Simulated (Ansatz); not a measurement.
A run for Ansatz (a first-principles code): R-CCSD(T)/def2-TZVPP on H3NOPb (SMILES [NH2][Pb][OH]), a point of a torsion scan. Elements past Kr take the def2 small-core potentials; no spin–orbit coupling. The run froze 11 orbitals, filled d shells among them.

Ansatz 0.2 input:
```yaml
crystal:
  periodic: [false, false, false]
  atoms:
    - {symbol: N, position_ang: [-1.23371572, -0.02829600, 0.16194563]}
    - {symbol: Pb, position_ang: [0.39141659, -1.14584288, 0.96919734]}
    - {symbol: O, position_ang: [1.88538122, -0.30517748, -0.30491033]}
    - {symbol: H, position_ang: [-2.18853758, -0.00225643, 0.48358505]}
    - {symbol: H, position_ang: [-1.16075582, 0.61788806, -0.60637873]}
    - {symbol: H, position_ang: [2.20513974, -0.57285759, -1.15842159]}
basis:
  gaussian:
    orbitals: def2-TZVPP
magnetization: {spin_polarized: false}
correlation: {method: ccsd_t, electrons: outside_noble_gas}
scf: {lower_state_search: off}
```

What total energy does the run end on?

-323.5473 hartree (reference determinant -322.9629, T1 diagnostic 0.018).

How many basis functions does it have, and what does it roughly cost on one machine?

154 functions; roughly 18 core-seconds.
